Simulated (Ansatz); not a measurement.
mer-FeBr3(NH3)3 (FeBr3N3H9), relaxed as a sextet with UKS r2SCAN-D4/def2-SVP in Ansatz, starting from the r2SCAN-D4/def2-SVP geometry of the neutral doublet. Force threshold 0.03 eV/Å.

The name describes the doublet; other states may take another shape.

Start:

Cartesian coordinates in Å:
```
Fe -0.066 0.406 -0.003
Br -1.051 0.021 2.196
Br 0.915 0.294 -2.231
Br -0.372 2.778 0.015
N 0.269 -1.614 -0.010
H 1.241 -1.836 -0.234
H -0.288 -2.082 -0.728
H 0.021 -2.004 0.907
N -1.888 0.254 -0.808
H -1.862 -0.020 -1.794
H -2.276 1.203 -0.765
H -2.522 -0.356 -0.287
N 1.733 0.667 0.824
H 2.500 0.458 0.178
H 1.864 0.163 1.704
H 1.782 1.669 1.038
```

**Question.** Estimate the energy that the relaxation releases and the steps that it takes.

**Answer.** 15.6 kcal/mol, in 14 steps; 68 s on 4 threads of Intel Xeon 6975P-C on a shared host. The force fell under the threshold at step 6, but the optimiser went on and released 0.004 eV more. No frequencies were taken in this run, so the end may be a saddle point.

**Question.** Does the start keep its bonding and symmetry?

**Answer.** By distances, no bond broke or formed. The bond that changes most is Fe1–N5, from 2.05 to 2.27 Å (atoms count from 1).

**Question.** Predict the relaxed structure.

**Answer.** 
| atom | x (Å) | y (Å) | z (Å) |
| --- | --- | --- | --- |
| Fe1 | -0.051 | 0.518 | -0.035 |
| Br2 | -1.022 | 0.123 | 2.243 |
| Br3 | 0.999 | 0.152 | -2.283 |
| Br4 | -0.304 | 2.924 | -0.150 |
| N5 | 0.215 | -1.733 | 0.021 |
| H6 | 1.195 | -1.979 | -0.129 |
| H7 | -0.289 | -2.171 | -0.753 |
| H8 | -0.107 | -2.136 | 0.905 |
| N9 | -2.052 | 0.249 | -0.874 |
| H10 | -2.023 | 0.215 | -1.895 |
| H11 | -2.555 | 1.097 | -0.600 |
| H12 | -2.585 | -0.547 | -0.521 |
| N13 | 1.910 | 0.756 | 0.899 |
| H14 | 2.645 | 0.836 | 0.193 |
| H15 | 2.173 | 0.047 | 1.586 |
| H16 | 1.848 | 1.650 | 1.393 |
Bond lengths: 3 × Br–Fe 2.42 to 2.51 Å; 3 × Fe–N 2.19 to 2.27 Å; 9 × H–N 1.02 Å.
